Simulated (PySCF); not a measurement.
Job for PySCF: R-HF/3-21G on C2H8O3Si (SMILES CC[Si](O)(O)O), a point of a bond scan (R = 1.674 Å).

```python
from pyscf import gto, scf, dft, mp
from pyscf.data.elements import chemcore

mol = gto.M(
    atom='''
    C    -2.22436110    0.27022261    0.24723601
    C    -0.95437432   -0.39068690    0.80079575
    Si    0.43088891   -0.03629444   -0.06986989
    O     0.73104536    1.57673213   -0.17645259
    O     1.64473428   -0.84463593    0.70054269
    O     0.32139261   -0.45404150   -1.65631513
    H    -2.13442867    1.35790451    0.24148716
    H    -2.41655031   -0.04113175   -0.78097696
    H    -3.10156755    0.01160699    0.84335425
    H    -0.79203472   -0.09188538    1.84164130
    H    -1.07278216   -1.47890977    0.82846597
    H     0.85933828    2.05601117    0.64490708
    H     2.53245206   -0.75301895    0.34330061
    H     0.20477095   -1.38469850   -1.85898189
    ''',
    basis='3-21g',
    charge=0, spin=0, verbose=3, max_memory=1800)
mf = scf.RHF(mol)
mf.conv_tol = 1e-8
mf.max_cycle = 100
mf.kernel()
if not mf.converged:
    mf = mf.newton().run(mf.mo_coeff, mf.mo_occ)
```

Question: What total energy does the run end on?

Answer: -590.8446 hartree.
